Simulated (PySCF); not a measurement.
Si(Cl)(F)2(SeH) (ClF2HSeSi), SMILES F[Si]([SeH])(Cl)F. Atoms are numbered in the order given.

```xyz
6

F     -1.4095    -0.9245    -1.1105
Si    -0.6027    -0.3027     0.1497
F     -0.7194    -1.3699     1.3654
Cl    -1.5344     1.4117     0.7817
Se     1.5243     0.0058    -0.5416
H      1.8555     0.6907     0.7350
```

Geometry optimised at PBE-D3(BJ)/def2-SVP. The structure was generated by enumeration, and PubChem lists no compound with its InChIKey, so it may never have been made. The values are those of a single conformer.

Method: PBE-D3(BJ)/def2-SVP run with PySCF.

Frequencies are harmonic and unscaled.

```
mode  ν (cm⁻¹)  IR (km/mol)  moving atoms (share of kinetic energy)
----  --------  -----------  --------------------------------------
1           94          4.8                 H 52 %, Cl 22 %, F 17 %
2          149          4.9        H 32 %, Cl 26 %, F 21 %, Se 14 %
3          166          2.3                 F 65 %, Se 12 %, H 12 %
4          231          5.8                F 54 %, Si 21 %, Cl 19 %
5          236         13.1                         F 56 %, Se 34 %
6          283         10.2                         F 64 %, Cl 24 %
7          415         41.2       Si 38 %, F 34 %, Cl 18 %, Se 11 %
8          585        188.3                Si 57 %, Cl 24 %, H 17 %
9          660         44.9                         H 77 %, Si 13 %
10         863        156.5                         F 59 %, Si 41 %
11         947        111.3                         F 50 %, Si 49 %
12        2360          3.5                                  H 99 %
```
